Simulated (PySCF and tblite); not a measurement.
Values are calculated unless marked as measured or tabulated.
2 diastereomers of C3H15FGeO2Si3, numbered alike:

```json
{"isomer": "A", "SMILES": "[CH3:1][Si@@H:2]([Si@H:3]([F:4])[GeH2:5][OH:6])[Si:7]([CH3:8])([CH3:9])[OH:10]", "descriptors (one enantiomer)": "2R, 3S"}
{"isomer": "B", "SMILES": "[CH3:1][Si@H:2]([Si@H:3]([F:4])[GeH2:5][OH:6])[Si:7]([CH3:8])([CH3:9])[OH:10]", "descriptors (one enantiomer)": "2S, 3S"}
```

Each isomer is a Boltzmann average at 298.15 K over at most 6 conformers: GFN2-xTB geometries, energies PBE0/6-31G* (D3(BJ) added where defined), GFN2-xTB thermal terms. Programs: PySCF with density fitting and tblite.

Equilibrium rotational constants and dipole components of each isomer's leading conformer, in random order:

```json
{"set": "P", "A (MHz)": "753", "B (MHz)": "418", "C (MHz)": "382", "abs μa": "3.97", "abs μb": "0.91", "abs μc (D)": "0.24"}
{"set": "Q", "A (MHz)": "827", "B (MHz)": "376", "C (MHz)": "318", "abs μa": "0.46", "abs μb": "0.83", "abs μc (D)": "0.13"}
```

Q: Match sets and isomers.

A: P is A (C1), Q is B (C1).

The whole study took 26 min on 1 thread of INTEL XEON PLATINUM 8581C @ 2.10GHz, shared host (rough), peak memory 1.1 GiB, launched as `OMP_NUM_THREADS=1 python ens_run.py task.json out`.
